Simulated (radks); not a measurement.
Values are calculated unless marked as measured or tabulated.
Coulomb parameter of the 3d shell of the titanium ion Ti+ in the model configuration [Ar] 3d2 4s1, as a second difference U = [E(n + 0.25) + E(n - 0.25) - 2 E(n)] / (0.25)^2 with all orbitals relaxed. "Bare": the charge of the atom changes with n. "Screened": the 4s shell takes up the change at fixed total charge, which measures U(3d,3d) + U(4s,4s) - 2 U(3d,4s). Level of theory: scalar-relativistic Kohn-Sham, PBE, spin-unpolarised, spherical densities, finite nucleus; Fermi nuclear charge, rms radius 3.5921 fm (a radial shooting solver on a logarithmic mesh with Libxc functionals).

case                 configuration  E - E(n) (eV)
start                 [Ar] 3d2 4s1          0.000
bare +0.25         [Ar] 3d2.25 4s1         -2.487
bare -0.25         [Ar] 3d1.75 4s1          3.218
screened +0.25  [Ar] 3d2.25 4s0.75         -0.181
screened -0.25  [Ar] 3d1.75 4s1.25          0.333

U(bare) = 11.689 eV, U(screened by 4s) = 2.441 eV, against the Slater integral F0(3d,3d) = 16.747 eV with frozen orbitals.
